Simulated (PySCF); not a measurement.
B(Cl)(OH)(OEt) (C2H6BClO2), SMILES CCOB(O)Cl.

Geometry: PBE-D3(BJ)/def2-SVP. One conformer was computed; it need not be the lowest.

Method: PySCF with TDDFT-LC-ωPBE/def2-SVPD.

Vertical excitations. Isolated molecule, no solvent.

Computed lowest excited states:
| state | energy (eV) | λ (nm) | f | main pairs |
|---|---|---|---|---|
| S1 | 8.78 | 141 | 0.038 | HOMO→LUMO 53 %, HOMO−1→LUMO 13 %, HOMO−1→LUMO+4 10 % |
| S2 | 8.81 | 141 | 0.013 | HOMO−1→LUMO+4 47 %, HOMO→LUMO 20 %, HOMO−1→LUMO 10 % |
| S3 | 8.84 | 140 | 0.041 | HOMO−1→LUMO 56 %, HOMO−1→LUMO+4 16 % |
| S4 | 8.93 | 139 | 0.010 | HOMO−3→LUMO 56 %, HOMO−2→LUMO 16 % |
| S5 | 9.12 | 136 | 0.225 | HOMO→LUMO+4 63 % |
| S6 | 9.33 | 133 | 0.031 | HOMO−2→LUMO+4 23 %, HOMO−2→LUMO 15 %, HOMO−2→LUMO+1 14 %, HOMO−3→LUMO+4 6 % |
| S7 | 9.49 | 131 | 0.011 | HOMO−2→LUMO 29 %, HOMO−2→LUMO+4 25 %, HOMO−3→LUMO 9 %, HOMO−2→LUMO+1 6 % |
| S8 | 9.60 | 129 | 0.091 | HOMO−3→LUMO+4 55 %, HOMO−2→LUMO+4 9 % |
| S9 | 9.74 | 127 | 0.031 | HOMO−1→LUMO+2 45 % |
| S10 | 9.75 | 127 | 0.019 | HOMO−3→LUMO+2 20 %, HOMO→LUMO+2 11 %, HOMO→LUMO+1 8 %, HOMO→LUMO+4 6 % |
| T1 | 7.91 | 157 | 0 | HOMO→LUMO+4 62 % |
| T2 | 8.50 | 146 | 0 | HOMO−3→LUMO+4 50 %, HOMO−2→LUMO+4 11 % |
| T3 | 8.56 | 145 | 0 | HOMO−1→LUMO 64 % |
| T4 | 8.59 | 144 | 0 | HOMO→LUMO 46 %, HOMO−1→LUMO+4 11 %, HOMO−3→LUMO 10 % |
Triplets are in the Tamm–Dancoff approximation, which puts them higher than full response would, so one can lie above its singlet here.
